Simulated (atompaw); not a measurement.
# nitrogen: PAW (atompaw) pseudisation with PBEsol, scalar-relativistic reference atom.

| Quantity | Value |
| --- | --- |
| Element | nitrogen (N) |
| Generator | atompaw 4.2.0.5 |
| Type | PAW |
| Functional | PBEsol |
| Relativity | scalar-relativistic |
| Frozen core | [He] |
| Valence charge | 5 |
| Reference configuration | 2s1.75 2p3.25 |
| Partial waves | 2s (bound): rc 1.75 bohr; 2s channel at 2.65 Ry: rc 1.75 bohr; 2p (bound): rc 1.75 bohr; 2p channel at 0.95 Ry: rc 1.75 bohr; 3d channel at -0.15 Ry: rc 1.55 bohr |
| Local potential | ultrasoft scheme with l = 3 at 0.5 Ry, radius 1.25 bohr |
| Core correction | smooth core density matched at 1.10 bohr |
| Augmentation charge | sinc compensation charge, radius 1.65 bohr; PAW radius 1.75 bohr; waves and projectors: modrrkj vanderbiltortho |

All-electron outer shells of the reference configuration (PBEsol, scalar-relativistic, ld1.x):

```
shell  level (eV)  outermost node (bohr)  outermost maximum (bohr)
   1s     -383.30                      –                      0.15
   2s      -18.57                   0.32                      1.02
   2p       -7.15                      –                      0.98
```

Calculated quality:

- Cutoffs needed: 18 Ry and 35 Ry (the cutoffs (Ry, on a coarse ladder) from which the occupation-weighted sum of valence levels, in a spherical-Bessel basis at the reference potential, stays within 10 and 1 mRy of its value at 400 Ry)
- Ghost test: no extra level below or beside the all-electron valence levels (s, p, d, f tested) (spherical-Bessel basis up to 400 Ry, 20 bohr box)
- Lowest eigenvalue of the overlap operator: 0.33 (s channel)
- Overlap eigenvalues printed by atompaw (projector basis): 0.13, 0.448, 49.8, 200, 961
- Share of each valence orbital outside the PAW sphere: 2s 20 %, 2p 29 %

Generation and tests took about 2 s on one core of a shared server CPU.
